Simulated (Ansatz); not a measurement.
`C#C[Si](F)(F)F` + `[F][GeH2][SiH2]Cl` → `F[Si](F)(F)[SiH2]Cl` + `C#[C][GeH2][F]`  (redistribution)

Gas-phase electronic energies from Ansatz, PBE0-D4/def2-TZVP geometries. CCSD(T)/CBS adds triple-zeta CCSD(T) − MP2 to the extrapolated MP2 energy (def2 sets, frozen cores). Functionals use def2-TZVPP. B3LYP here is the variant with VWN-RPA as its local correlation; programs differ in this. For Ge outer-core shells are correlated without core-valence functions, which leaves a few kJ/mol of doubt a bond. Scalar relativity is left out up to krypton. One conformer a species, not always the lowest.

`C#C[Si](F)(F)F`:

Cartesian coordinates in Å:
```
C 1.227 0.195 1.529
C 0.478 0.076 0.595
Si -0.639 -0.101 -0.796
F -1.950 -0.851 -0.367
F 0.037 -0.922 -1.952
F -1.044 1.304 -1.367
H 1.891 0.300 2.357
```

`[F][GeH2][SiH2]Cl`:

Z-matrix (Å, degrees):
```
Ge
Si 1 2.389
F 1 1.748 2 106.4
H 1 1.540 2 113.4 3 115.7
H 1 1.537 2 113.7 3 -116.2
Cl 2 2.055 1 109.2 3 70.3
H 2 1.485 1 109.9 3 -170.9
H 2 1.482 1 110.7 3 -49.5
```

`F[Si](F)(F)[SiH2]Cl`:

Cartesian coordinates in Å:
```
F -0.273 1.032 -1.985
Si 0.045 1.071 -0.439
F 1.500 1.659 -0.269
F -0.959 2.095 0.225
Si -0.151 -1.041 0.537
Cl 1.193 -2.284 -0.389
H 0.167 -0.965 1.982
H -1.522 -1.567 0.338
```

`C#[C][GeH2][F]`:

Cartesian coordinates in Å:
```
C -0.403 1.270 -1.516
C -0.161 0.500 -0.622
Ge 0.221 -0.746 0.748
F 0.224 0.139 2.243
H -0.617 1.958 -2.302
H -0.889 -1.793 0.864
H 1.626 -1.329 0.585
```

| level | ΔE (kJ/mol) |
| --- | --- |
| revPBE-D4 | 39.3 |
| B3LYP-D4 | 43.1 |
| r2SCANh-D4 | 45.7 |
| ωB97M-V | 43.9 |
| MP2/def2-SVP | 40.0 |
| CCSD(T)/def2-TZVPP | 39.2 |
| HF/def2-QZVPP | 42.5 |
| MP2/CBS(def2) | 43.5 |

Task: What does CCSD(T)/CBS give? (Estimate.)

Result: Computed: +42.7 kJ/mol. The listed levels differ from it by -3.4, 0.4, 3.0, 1.2, -2.7, -3.5, -0.2, 0.8 kJ/mol.

Largest T1 diagnostic among the species: 0.013.

At CCSD(T), def2-SVP lies −3.4 kJ/mol from the extrapolated value and def2-TZVPP −3.5 kJ/mol. Leaving LDA and LC-ωPBE aside and taking each functional with its dispersion term where it has one, the values, not all of them listed here, spread over 10.3 kJ/mol, from ωB97X-V to B97M-V.
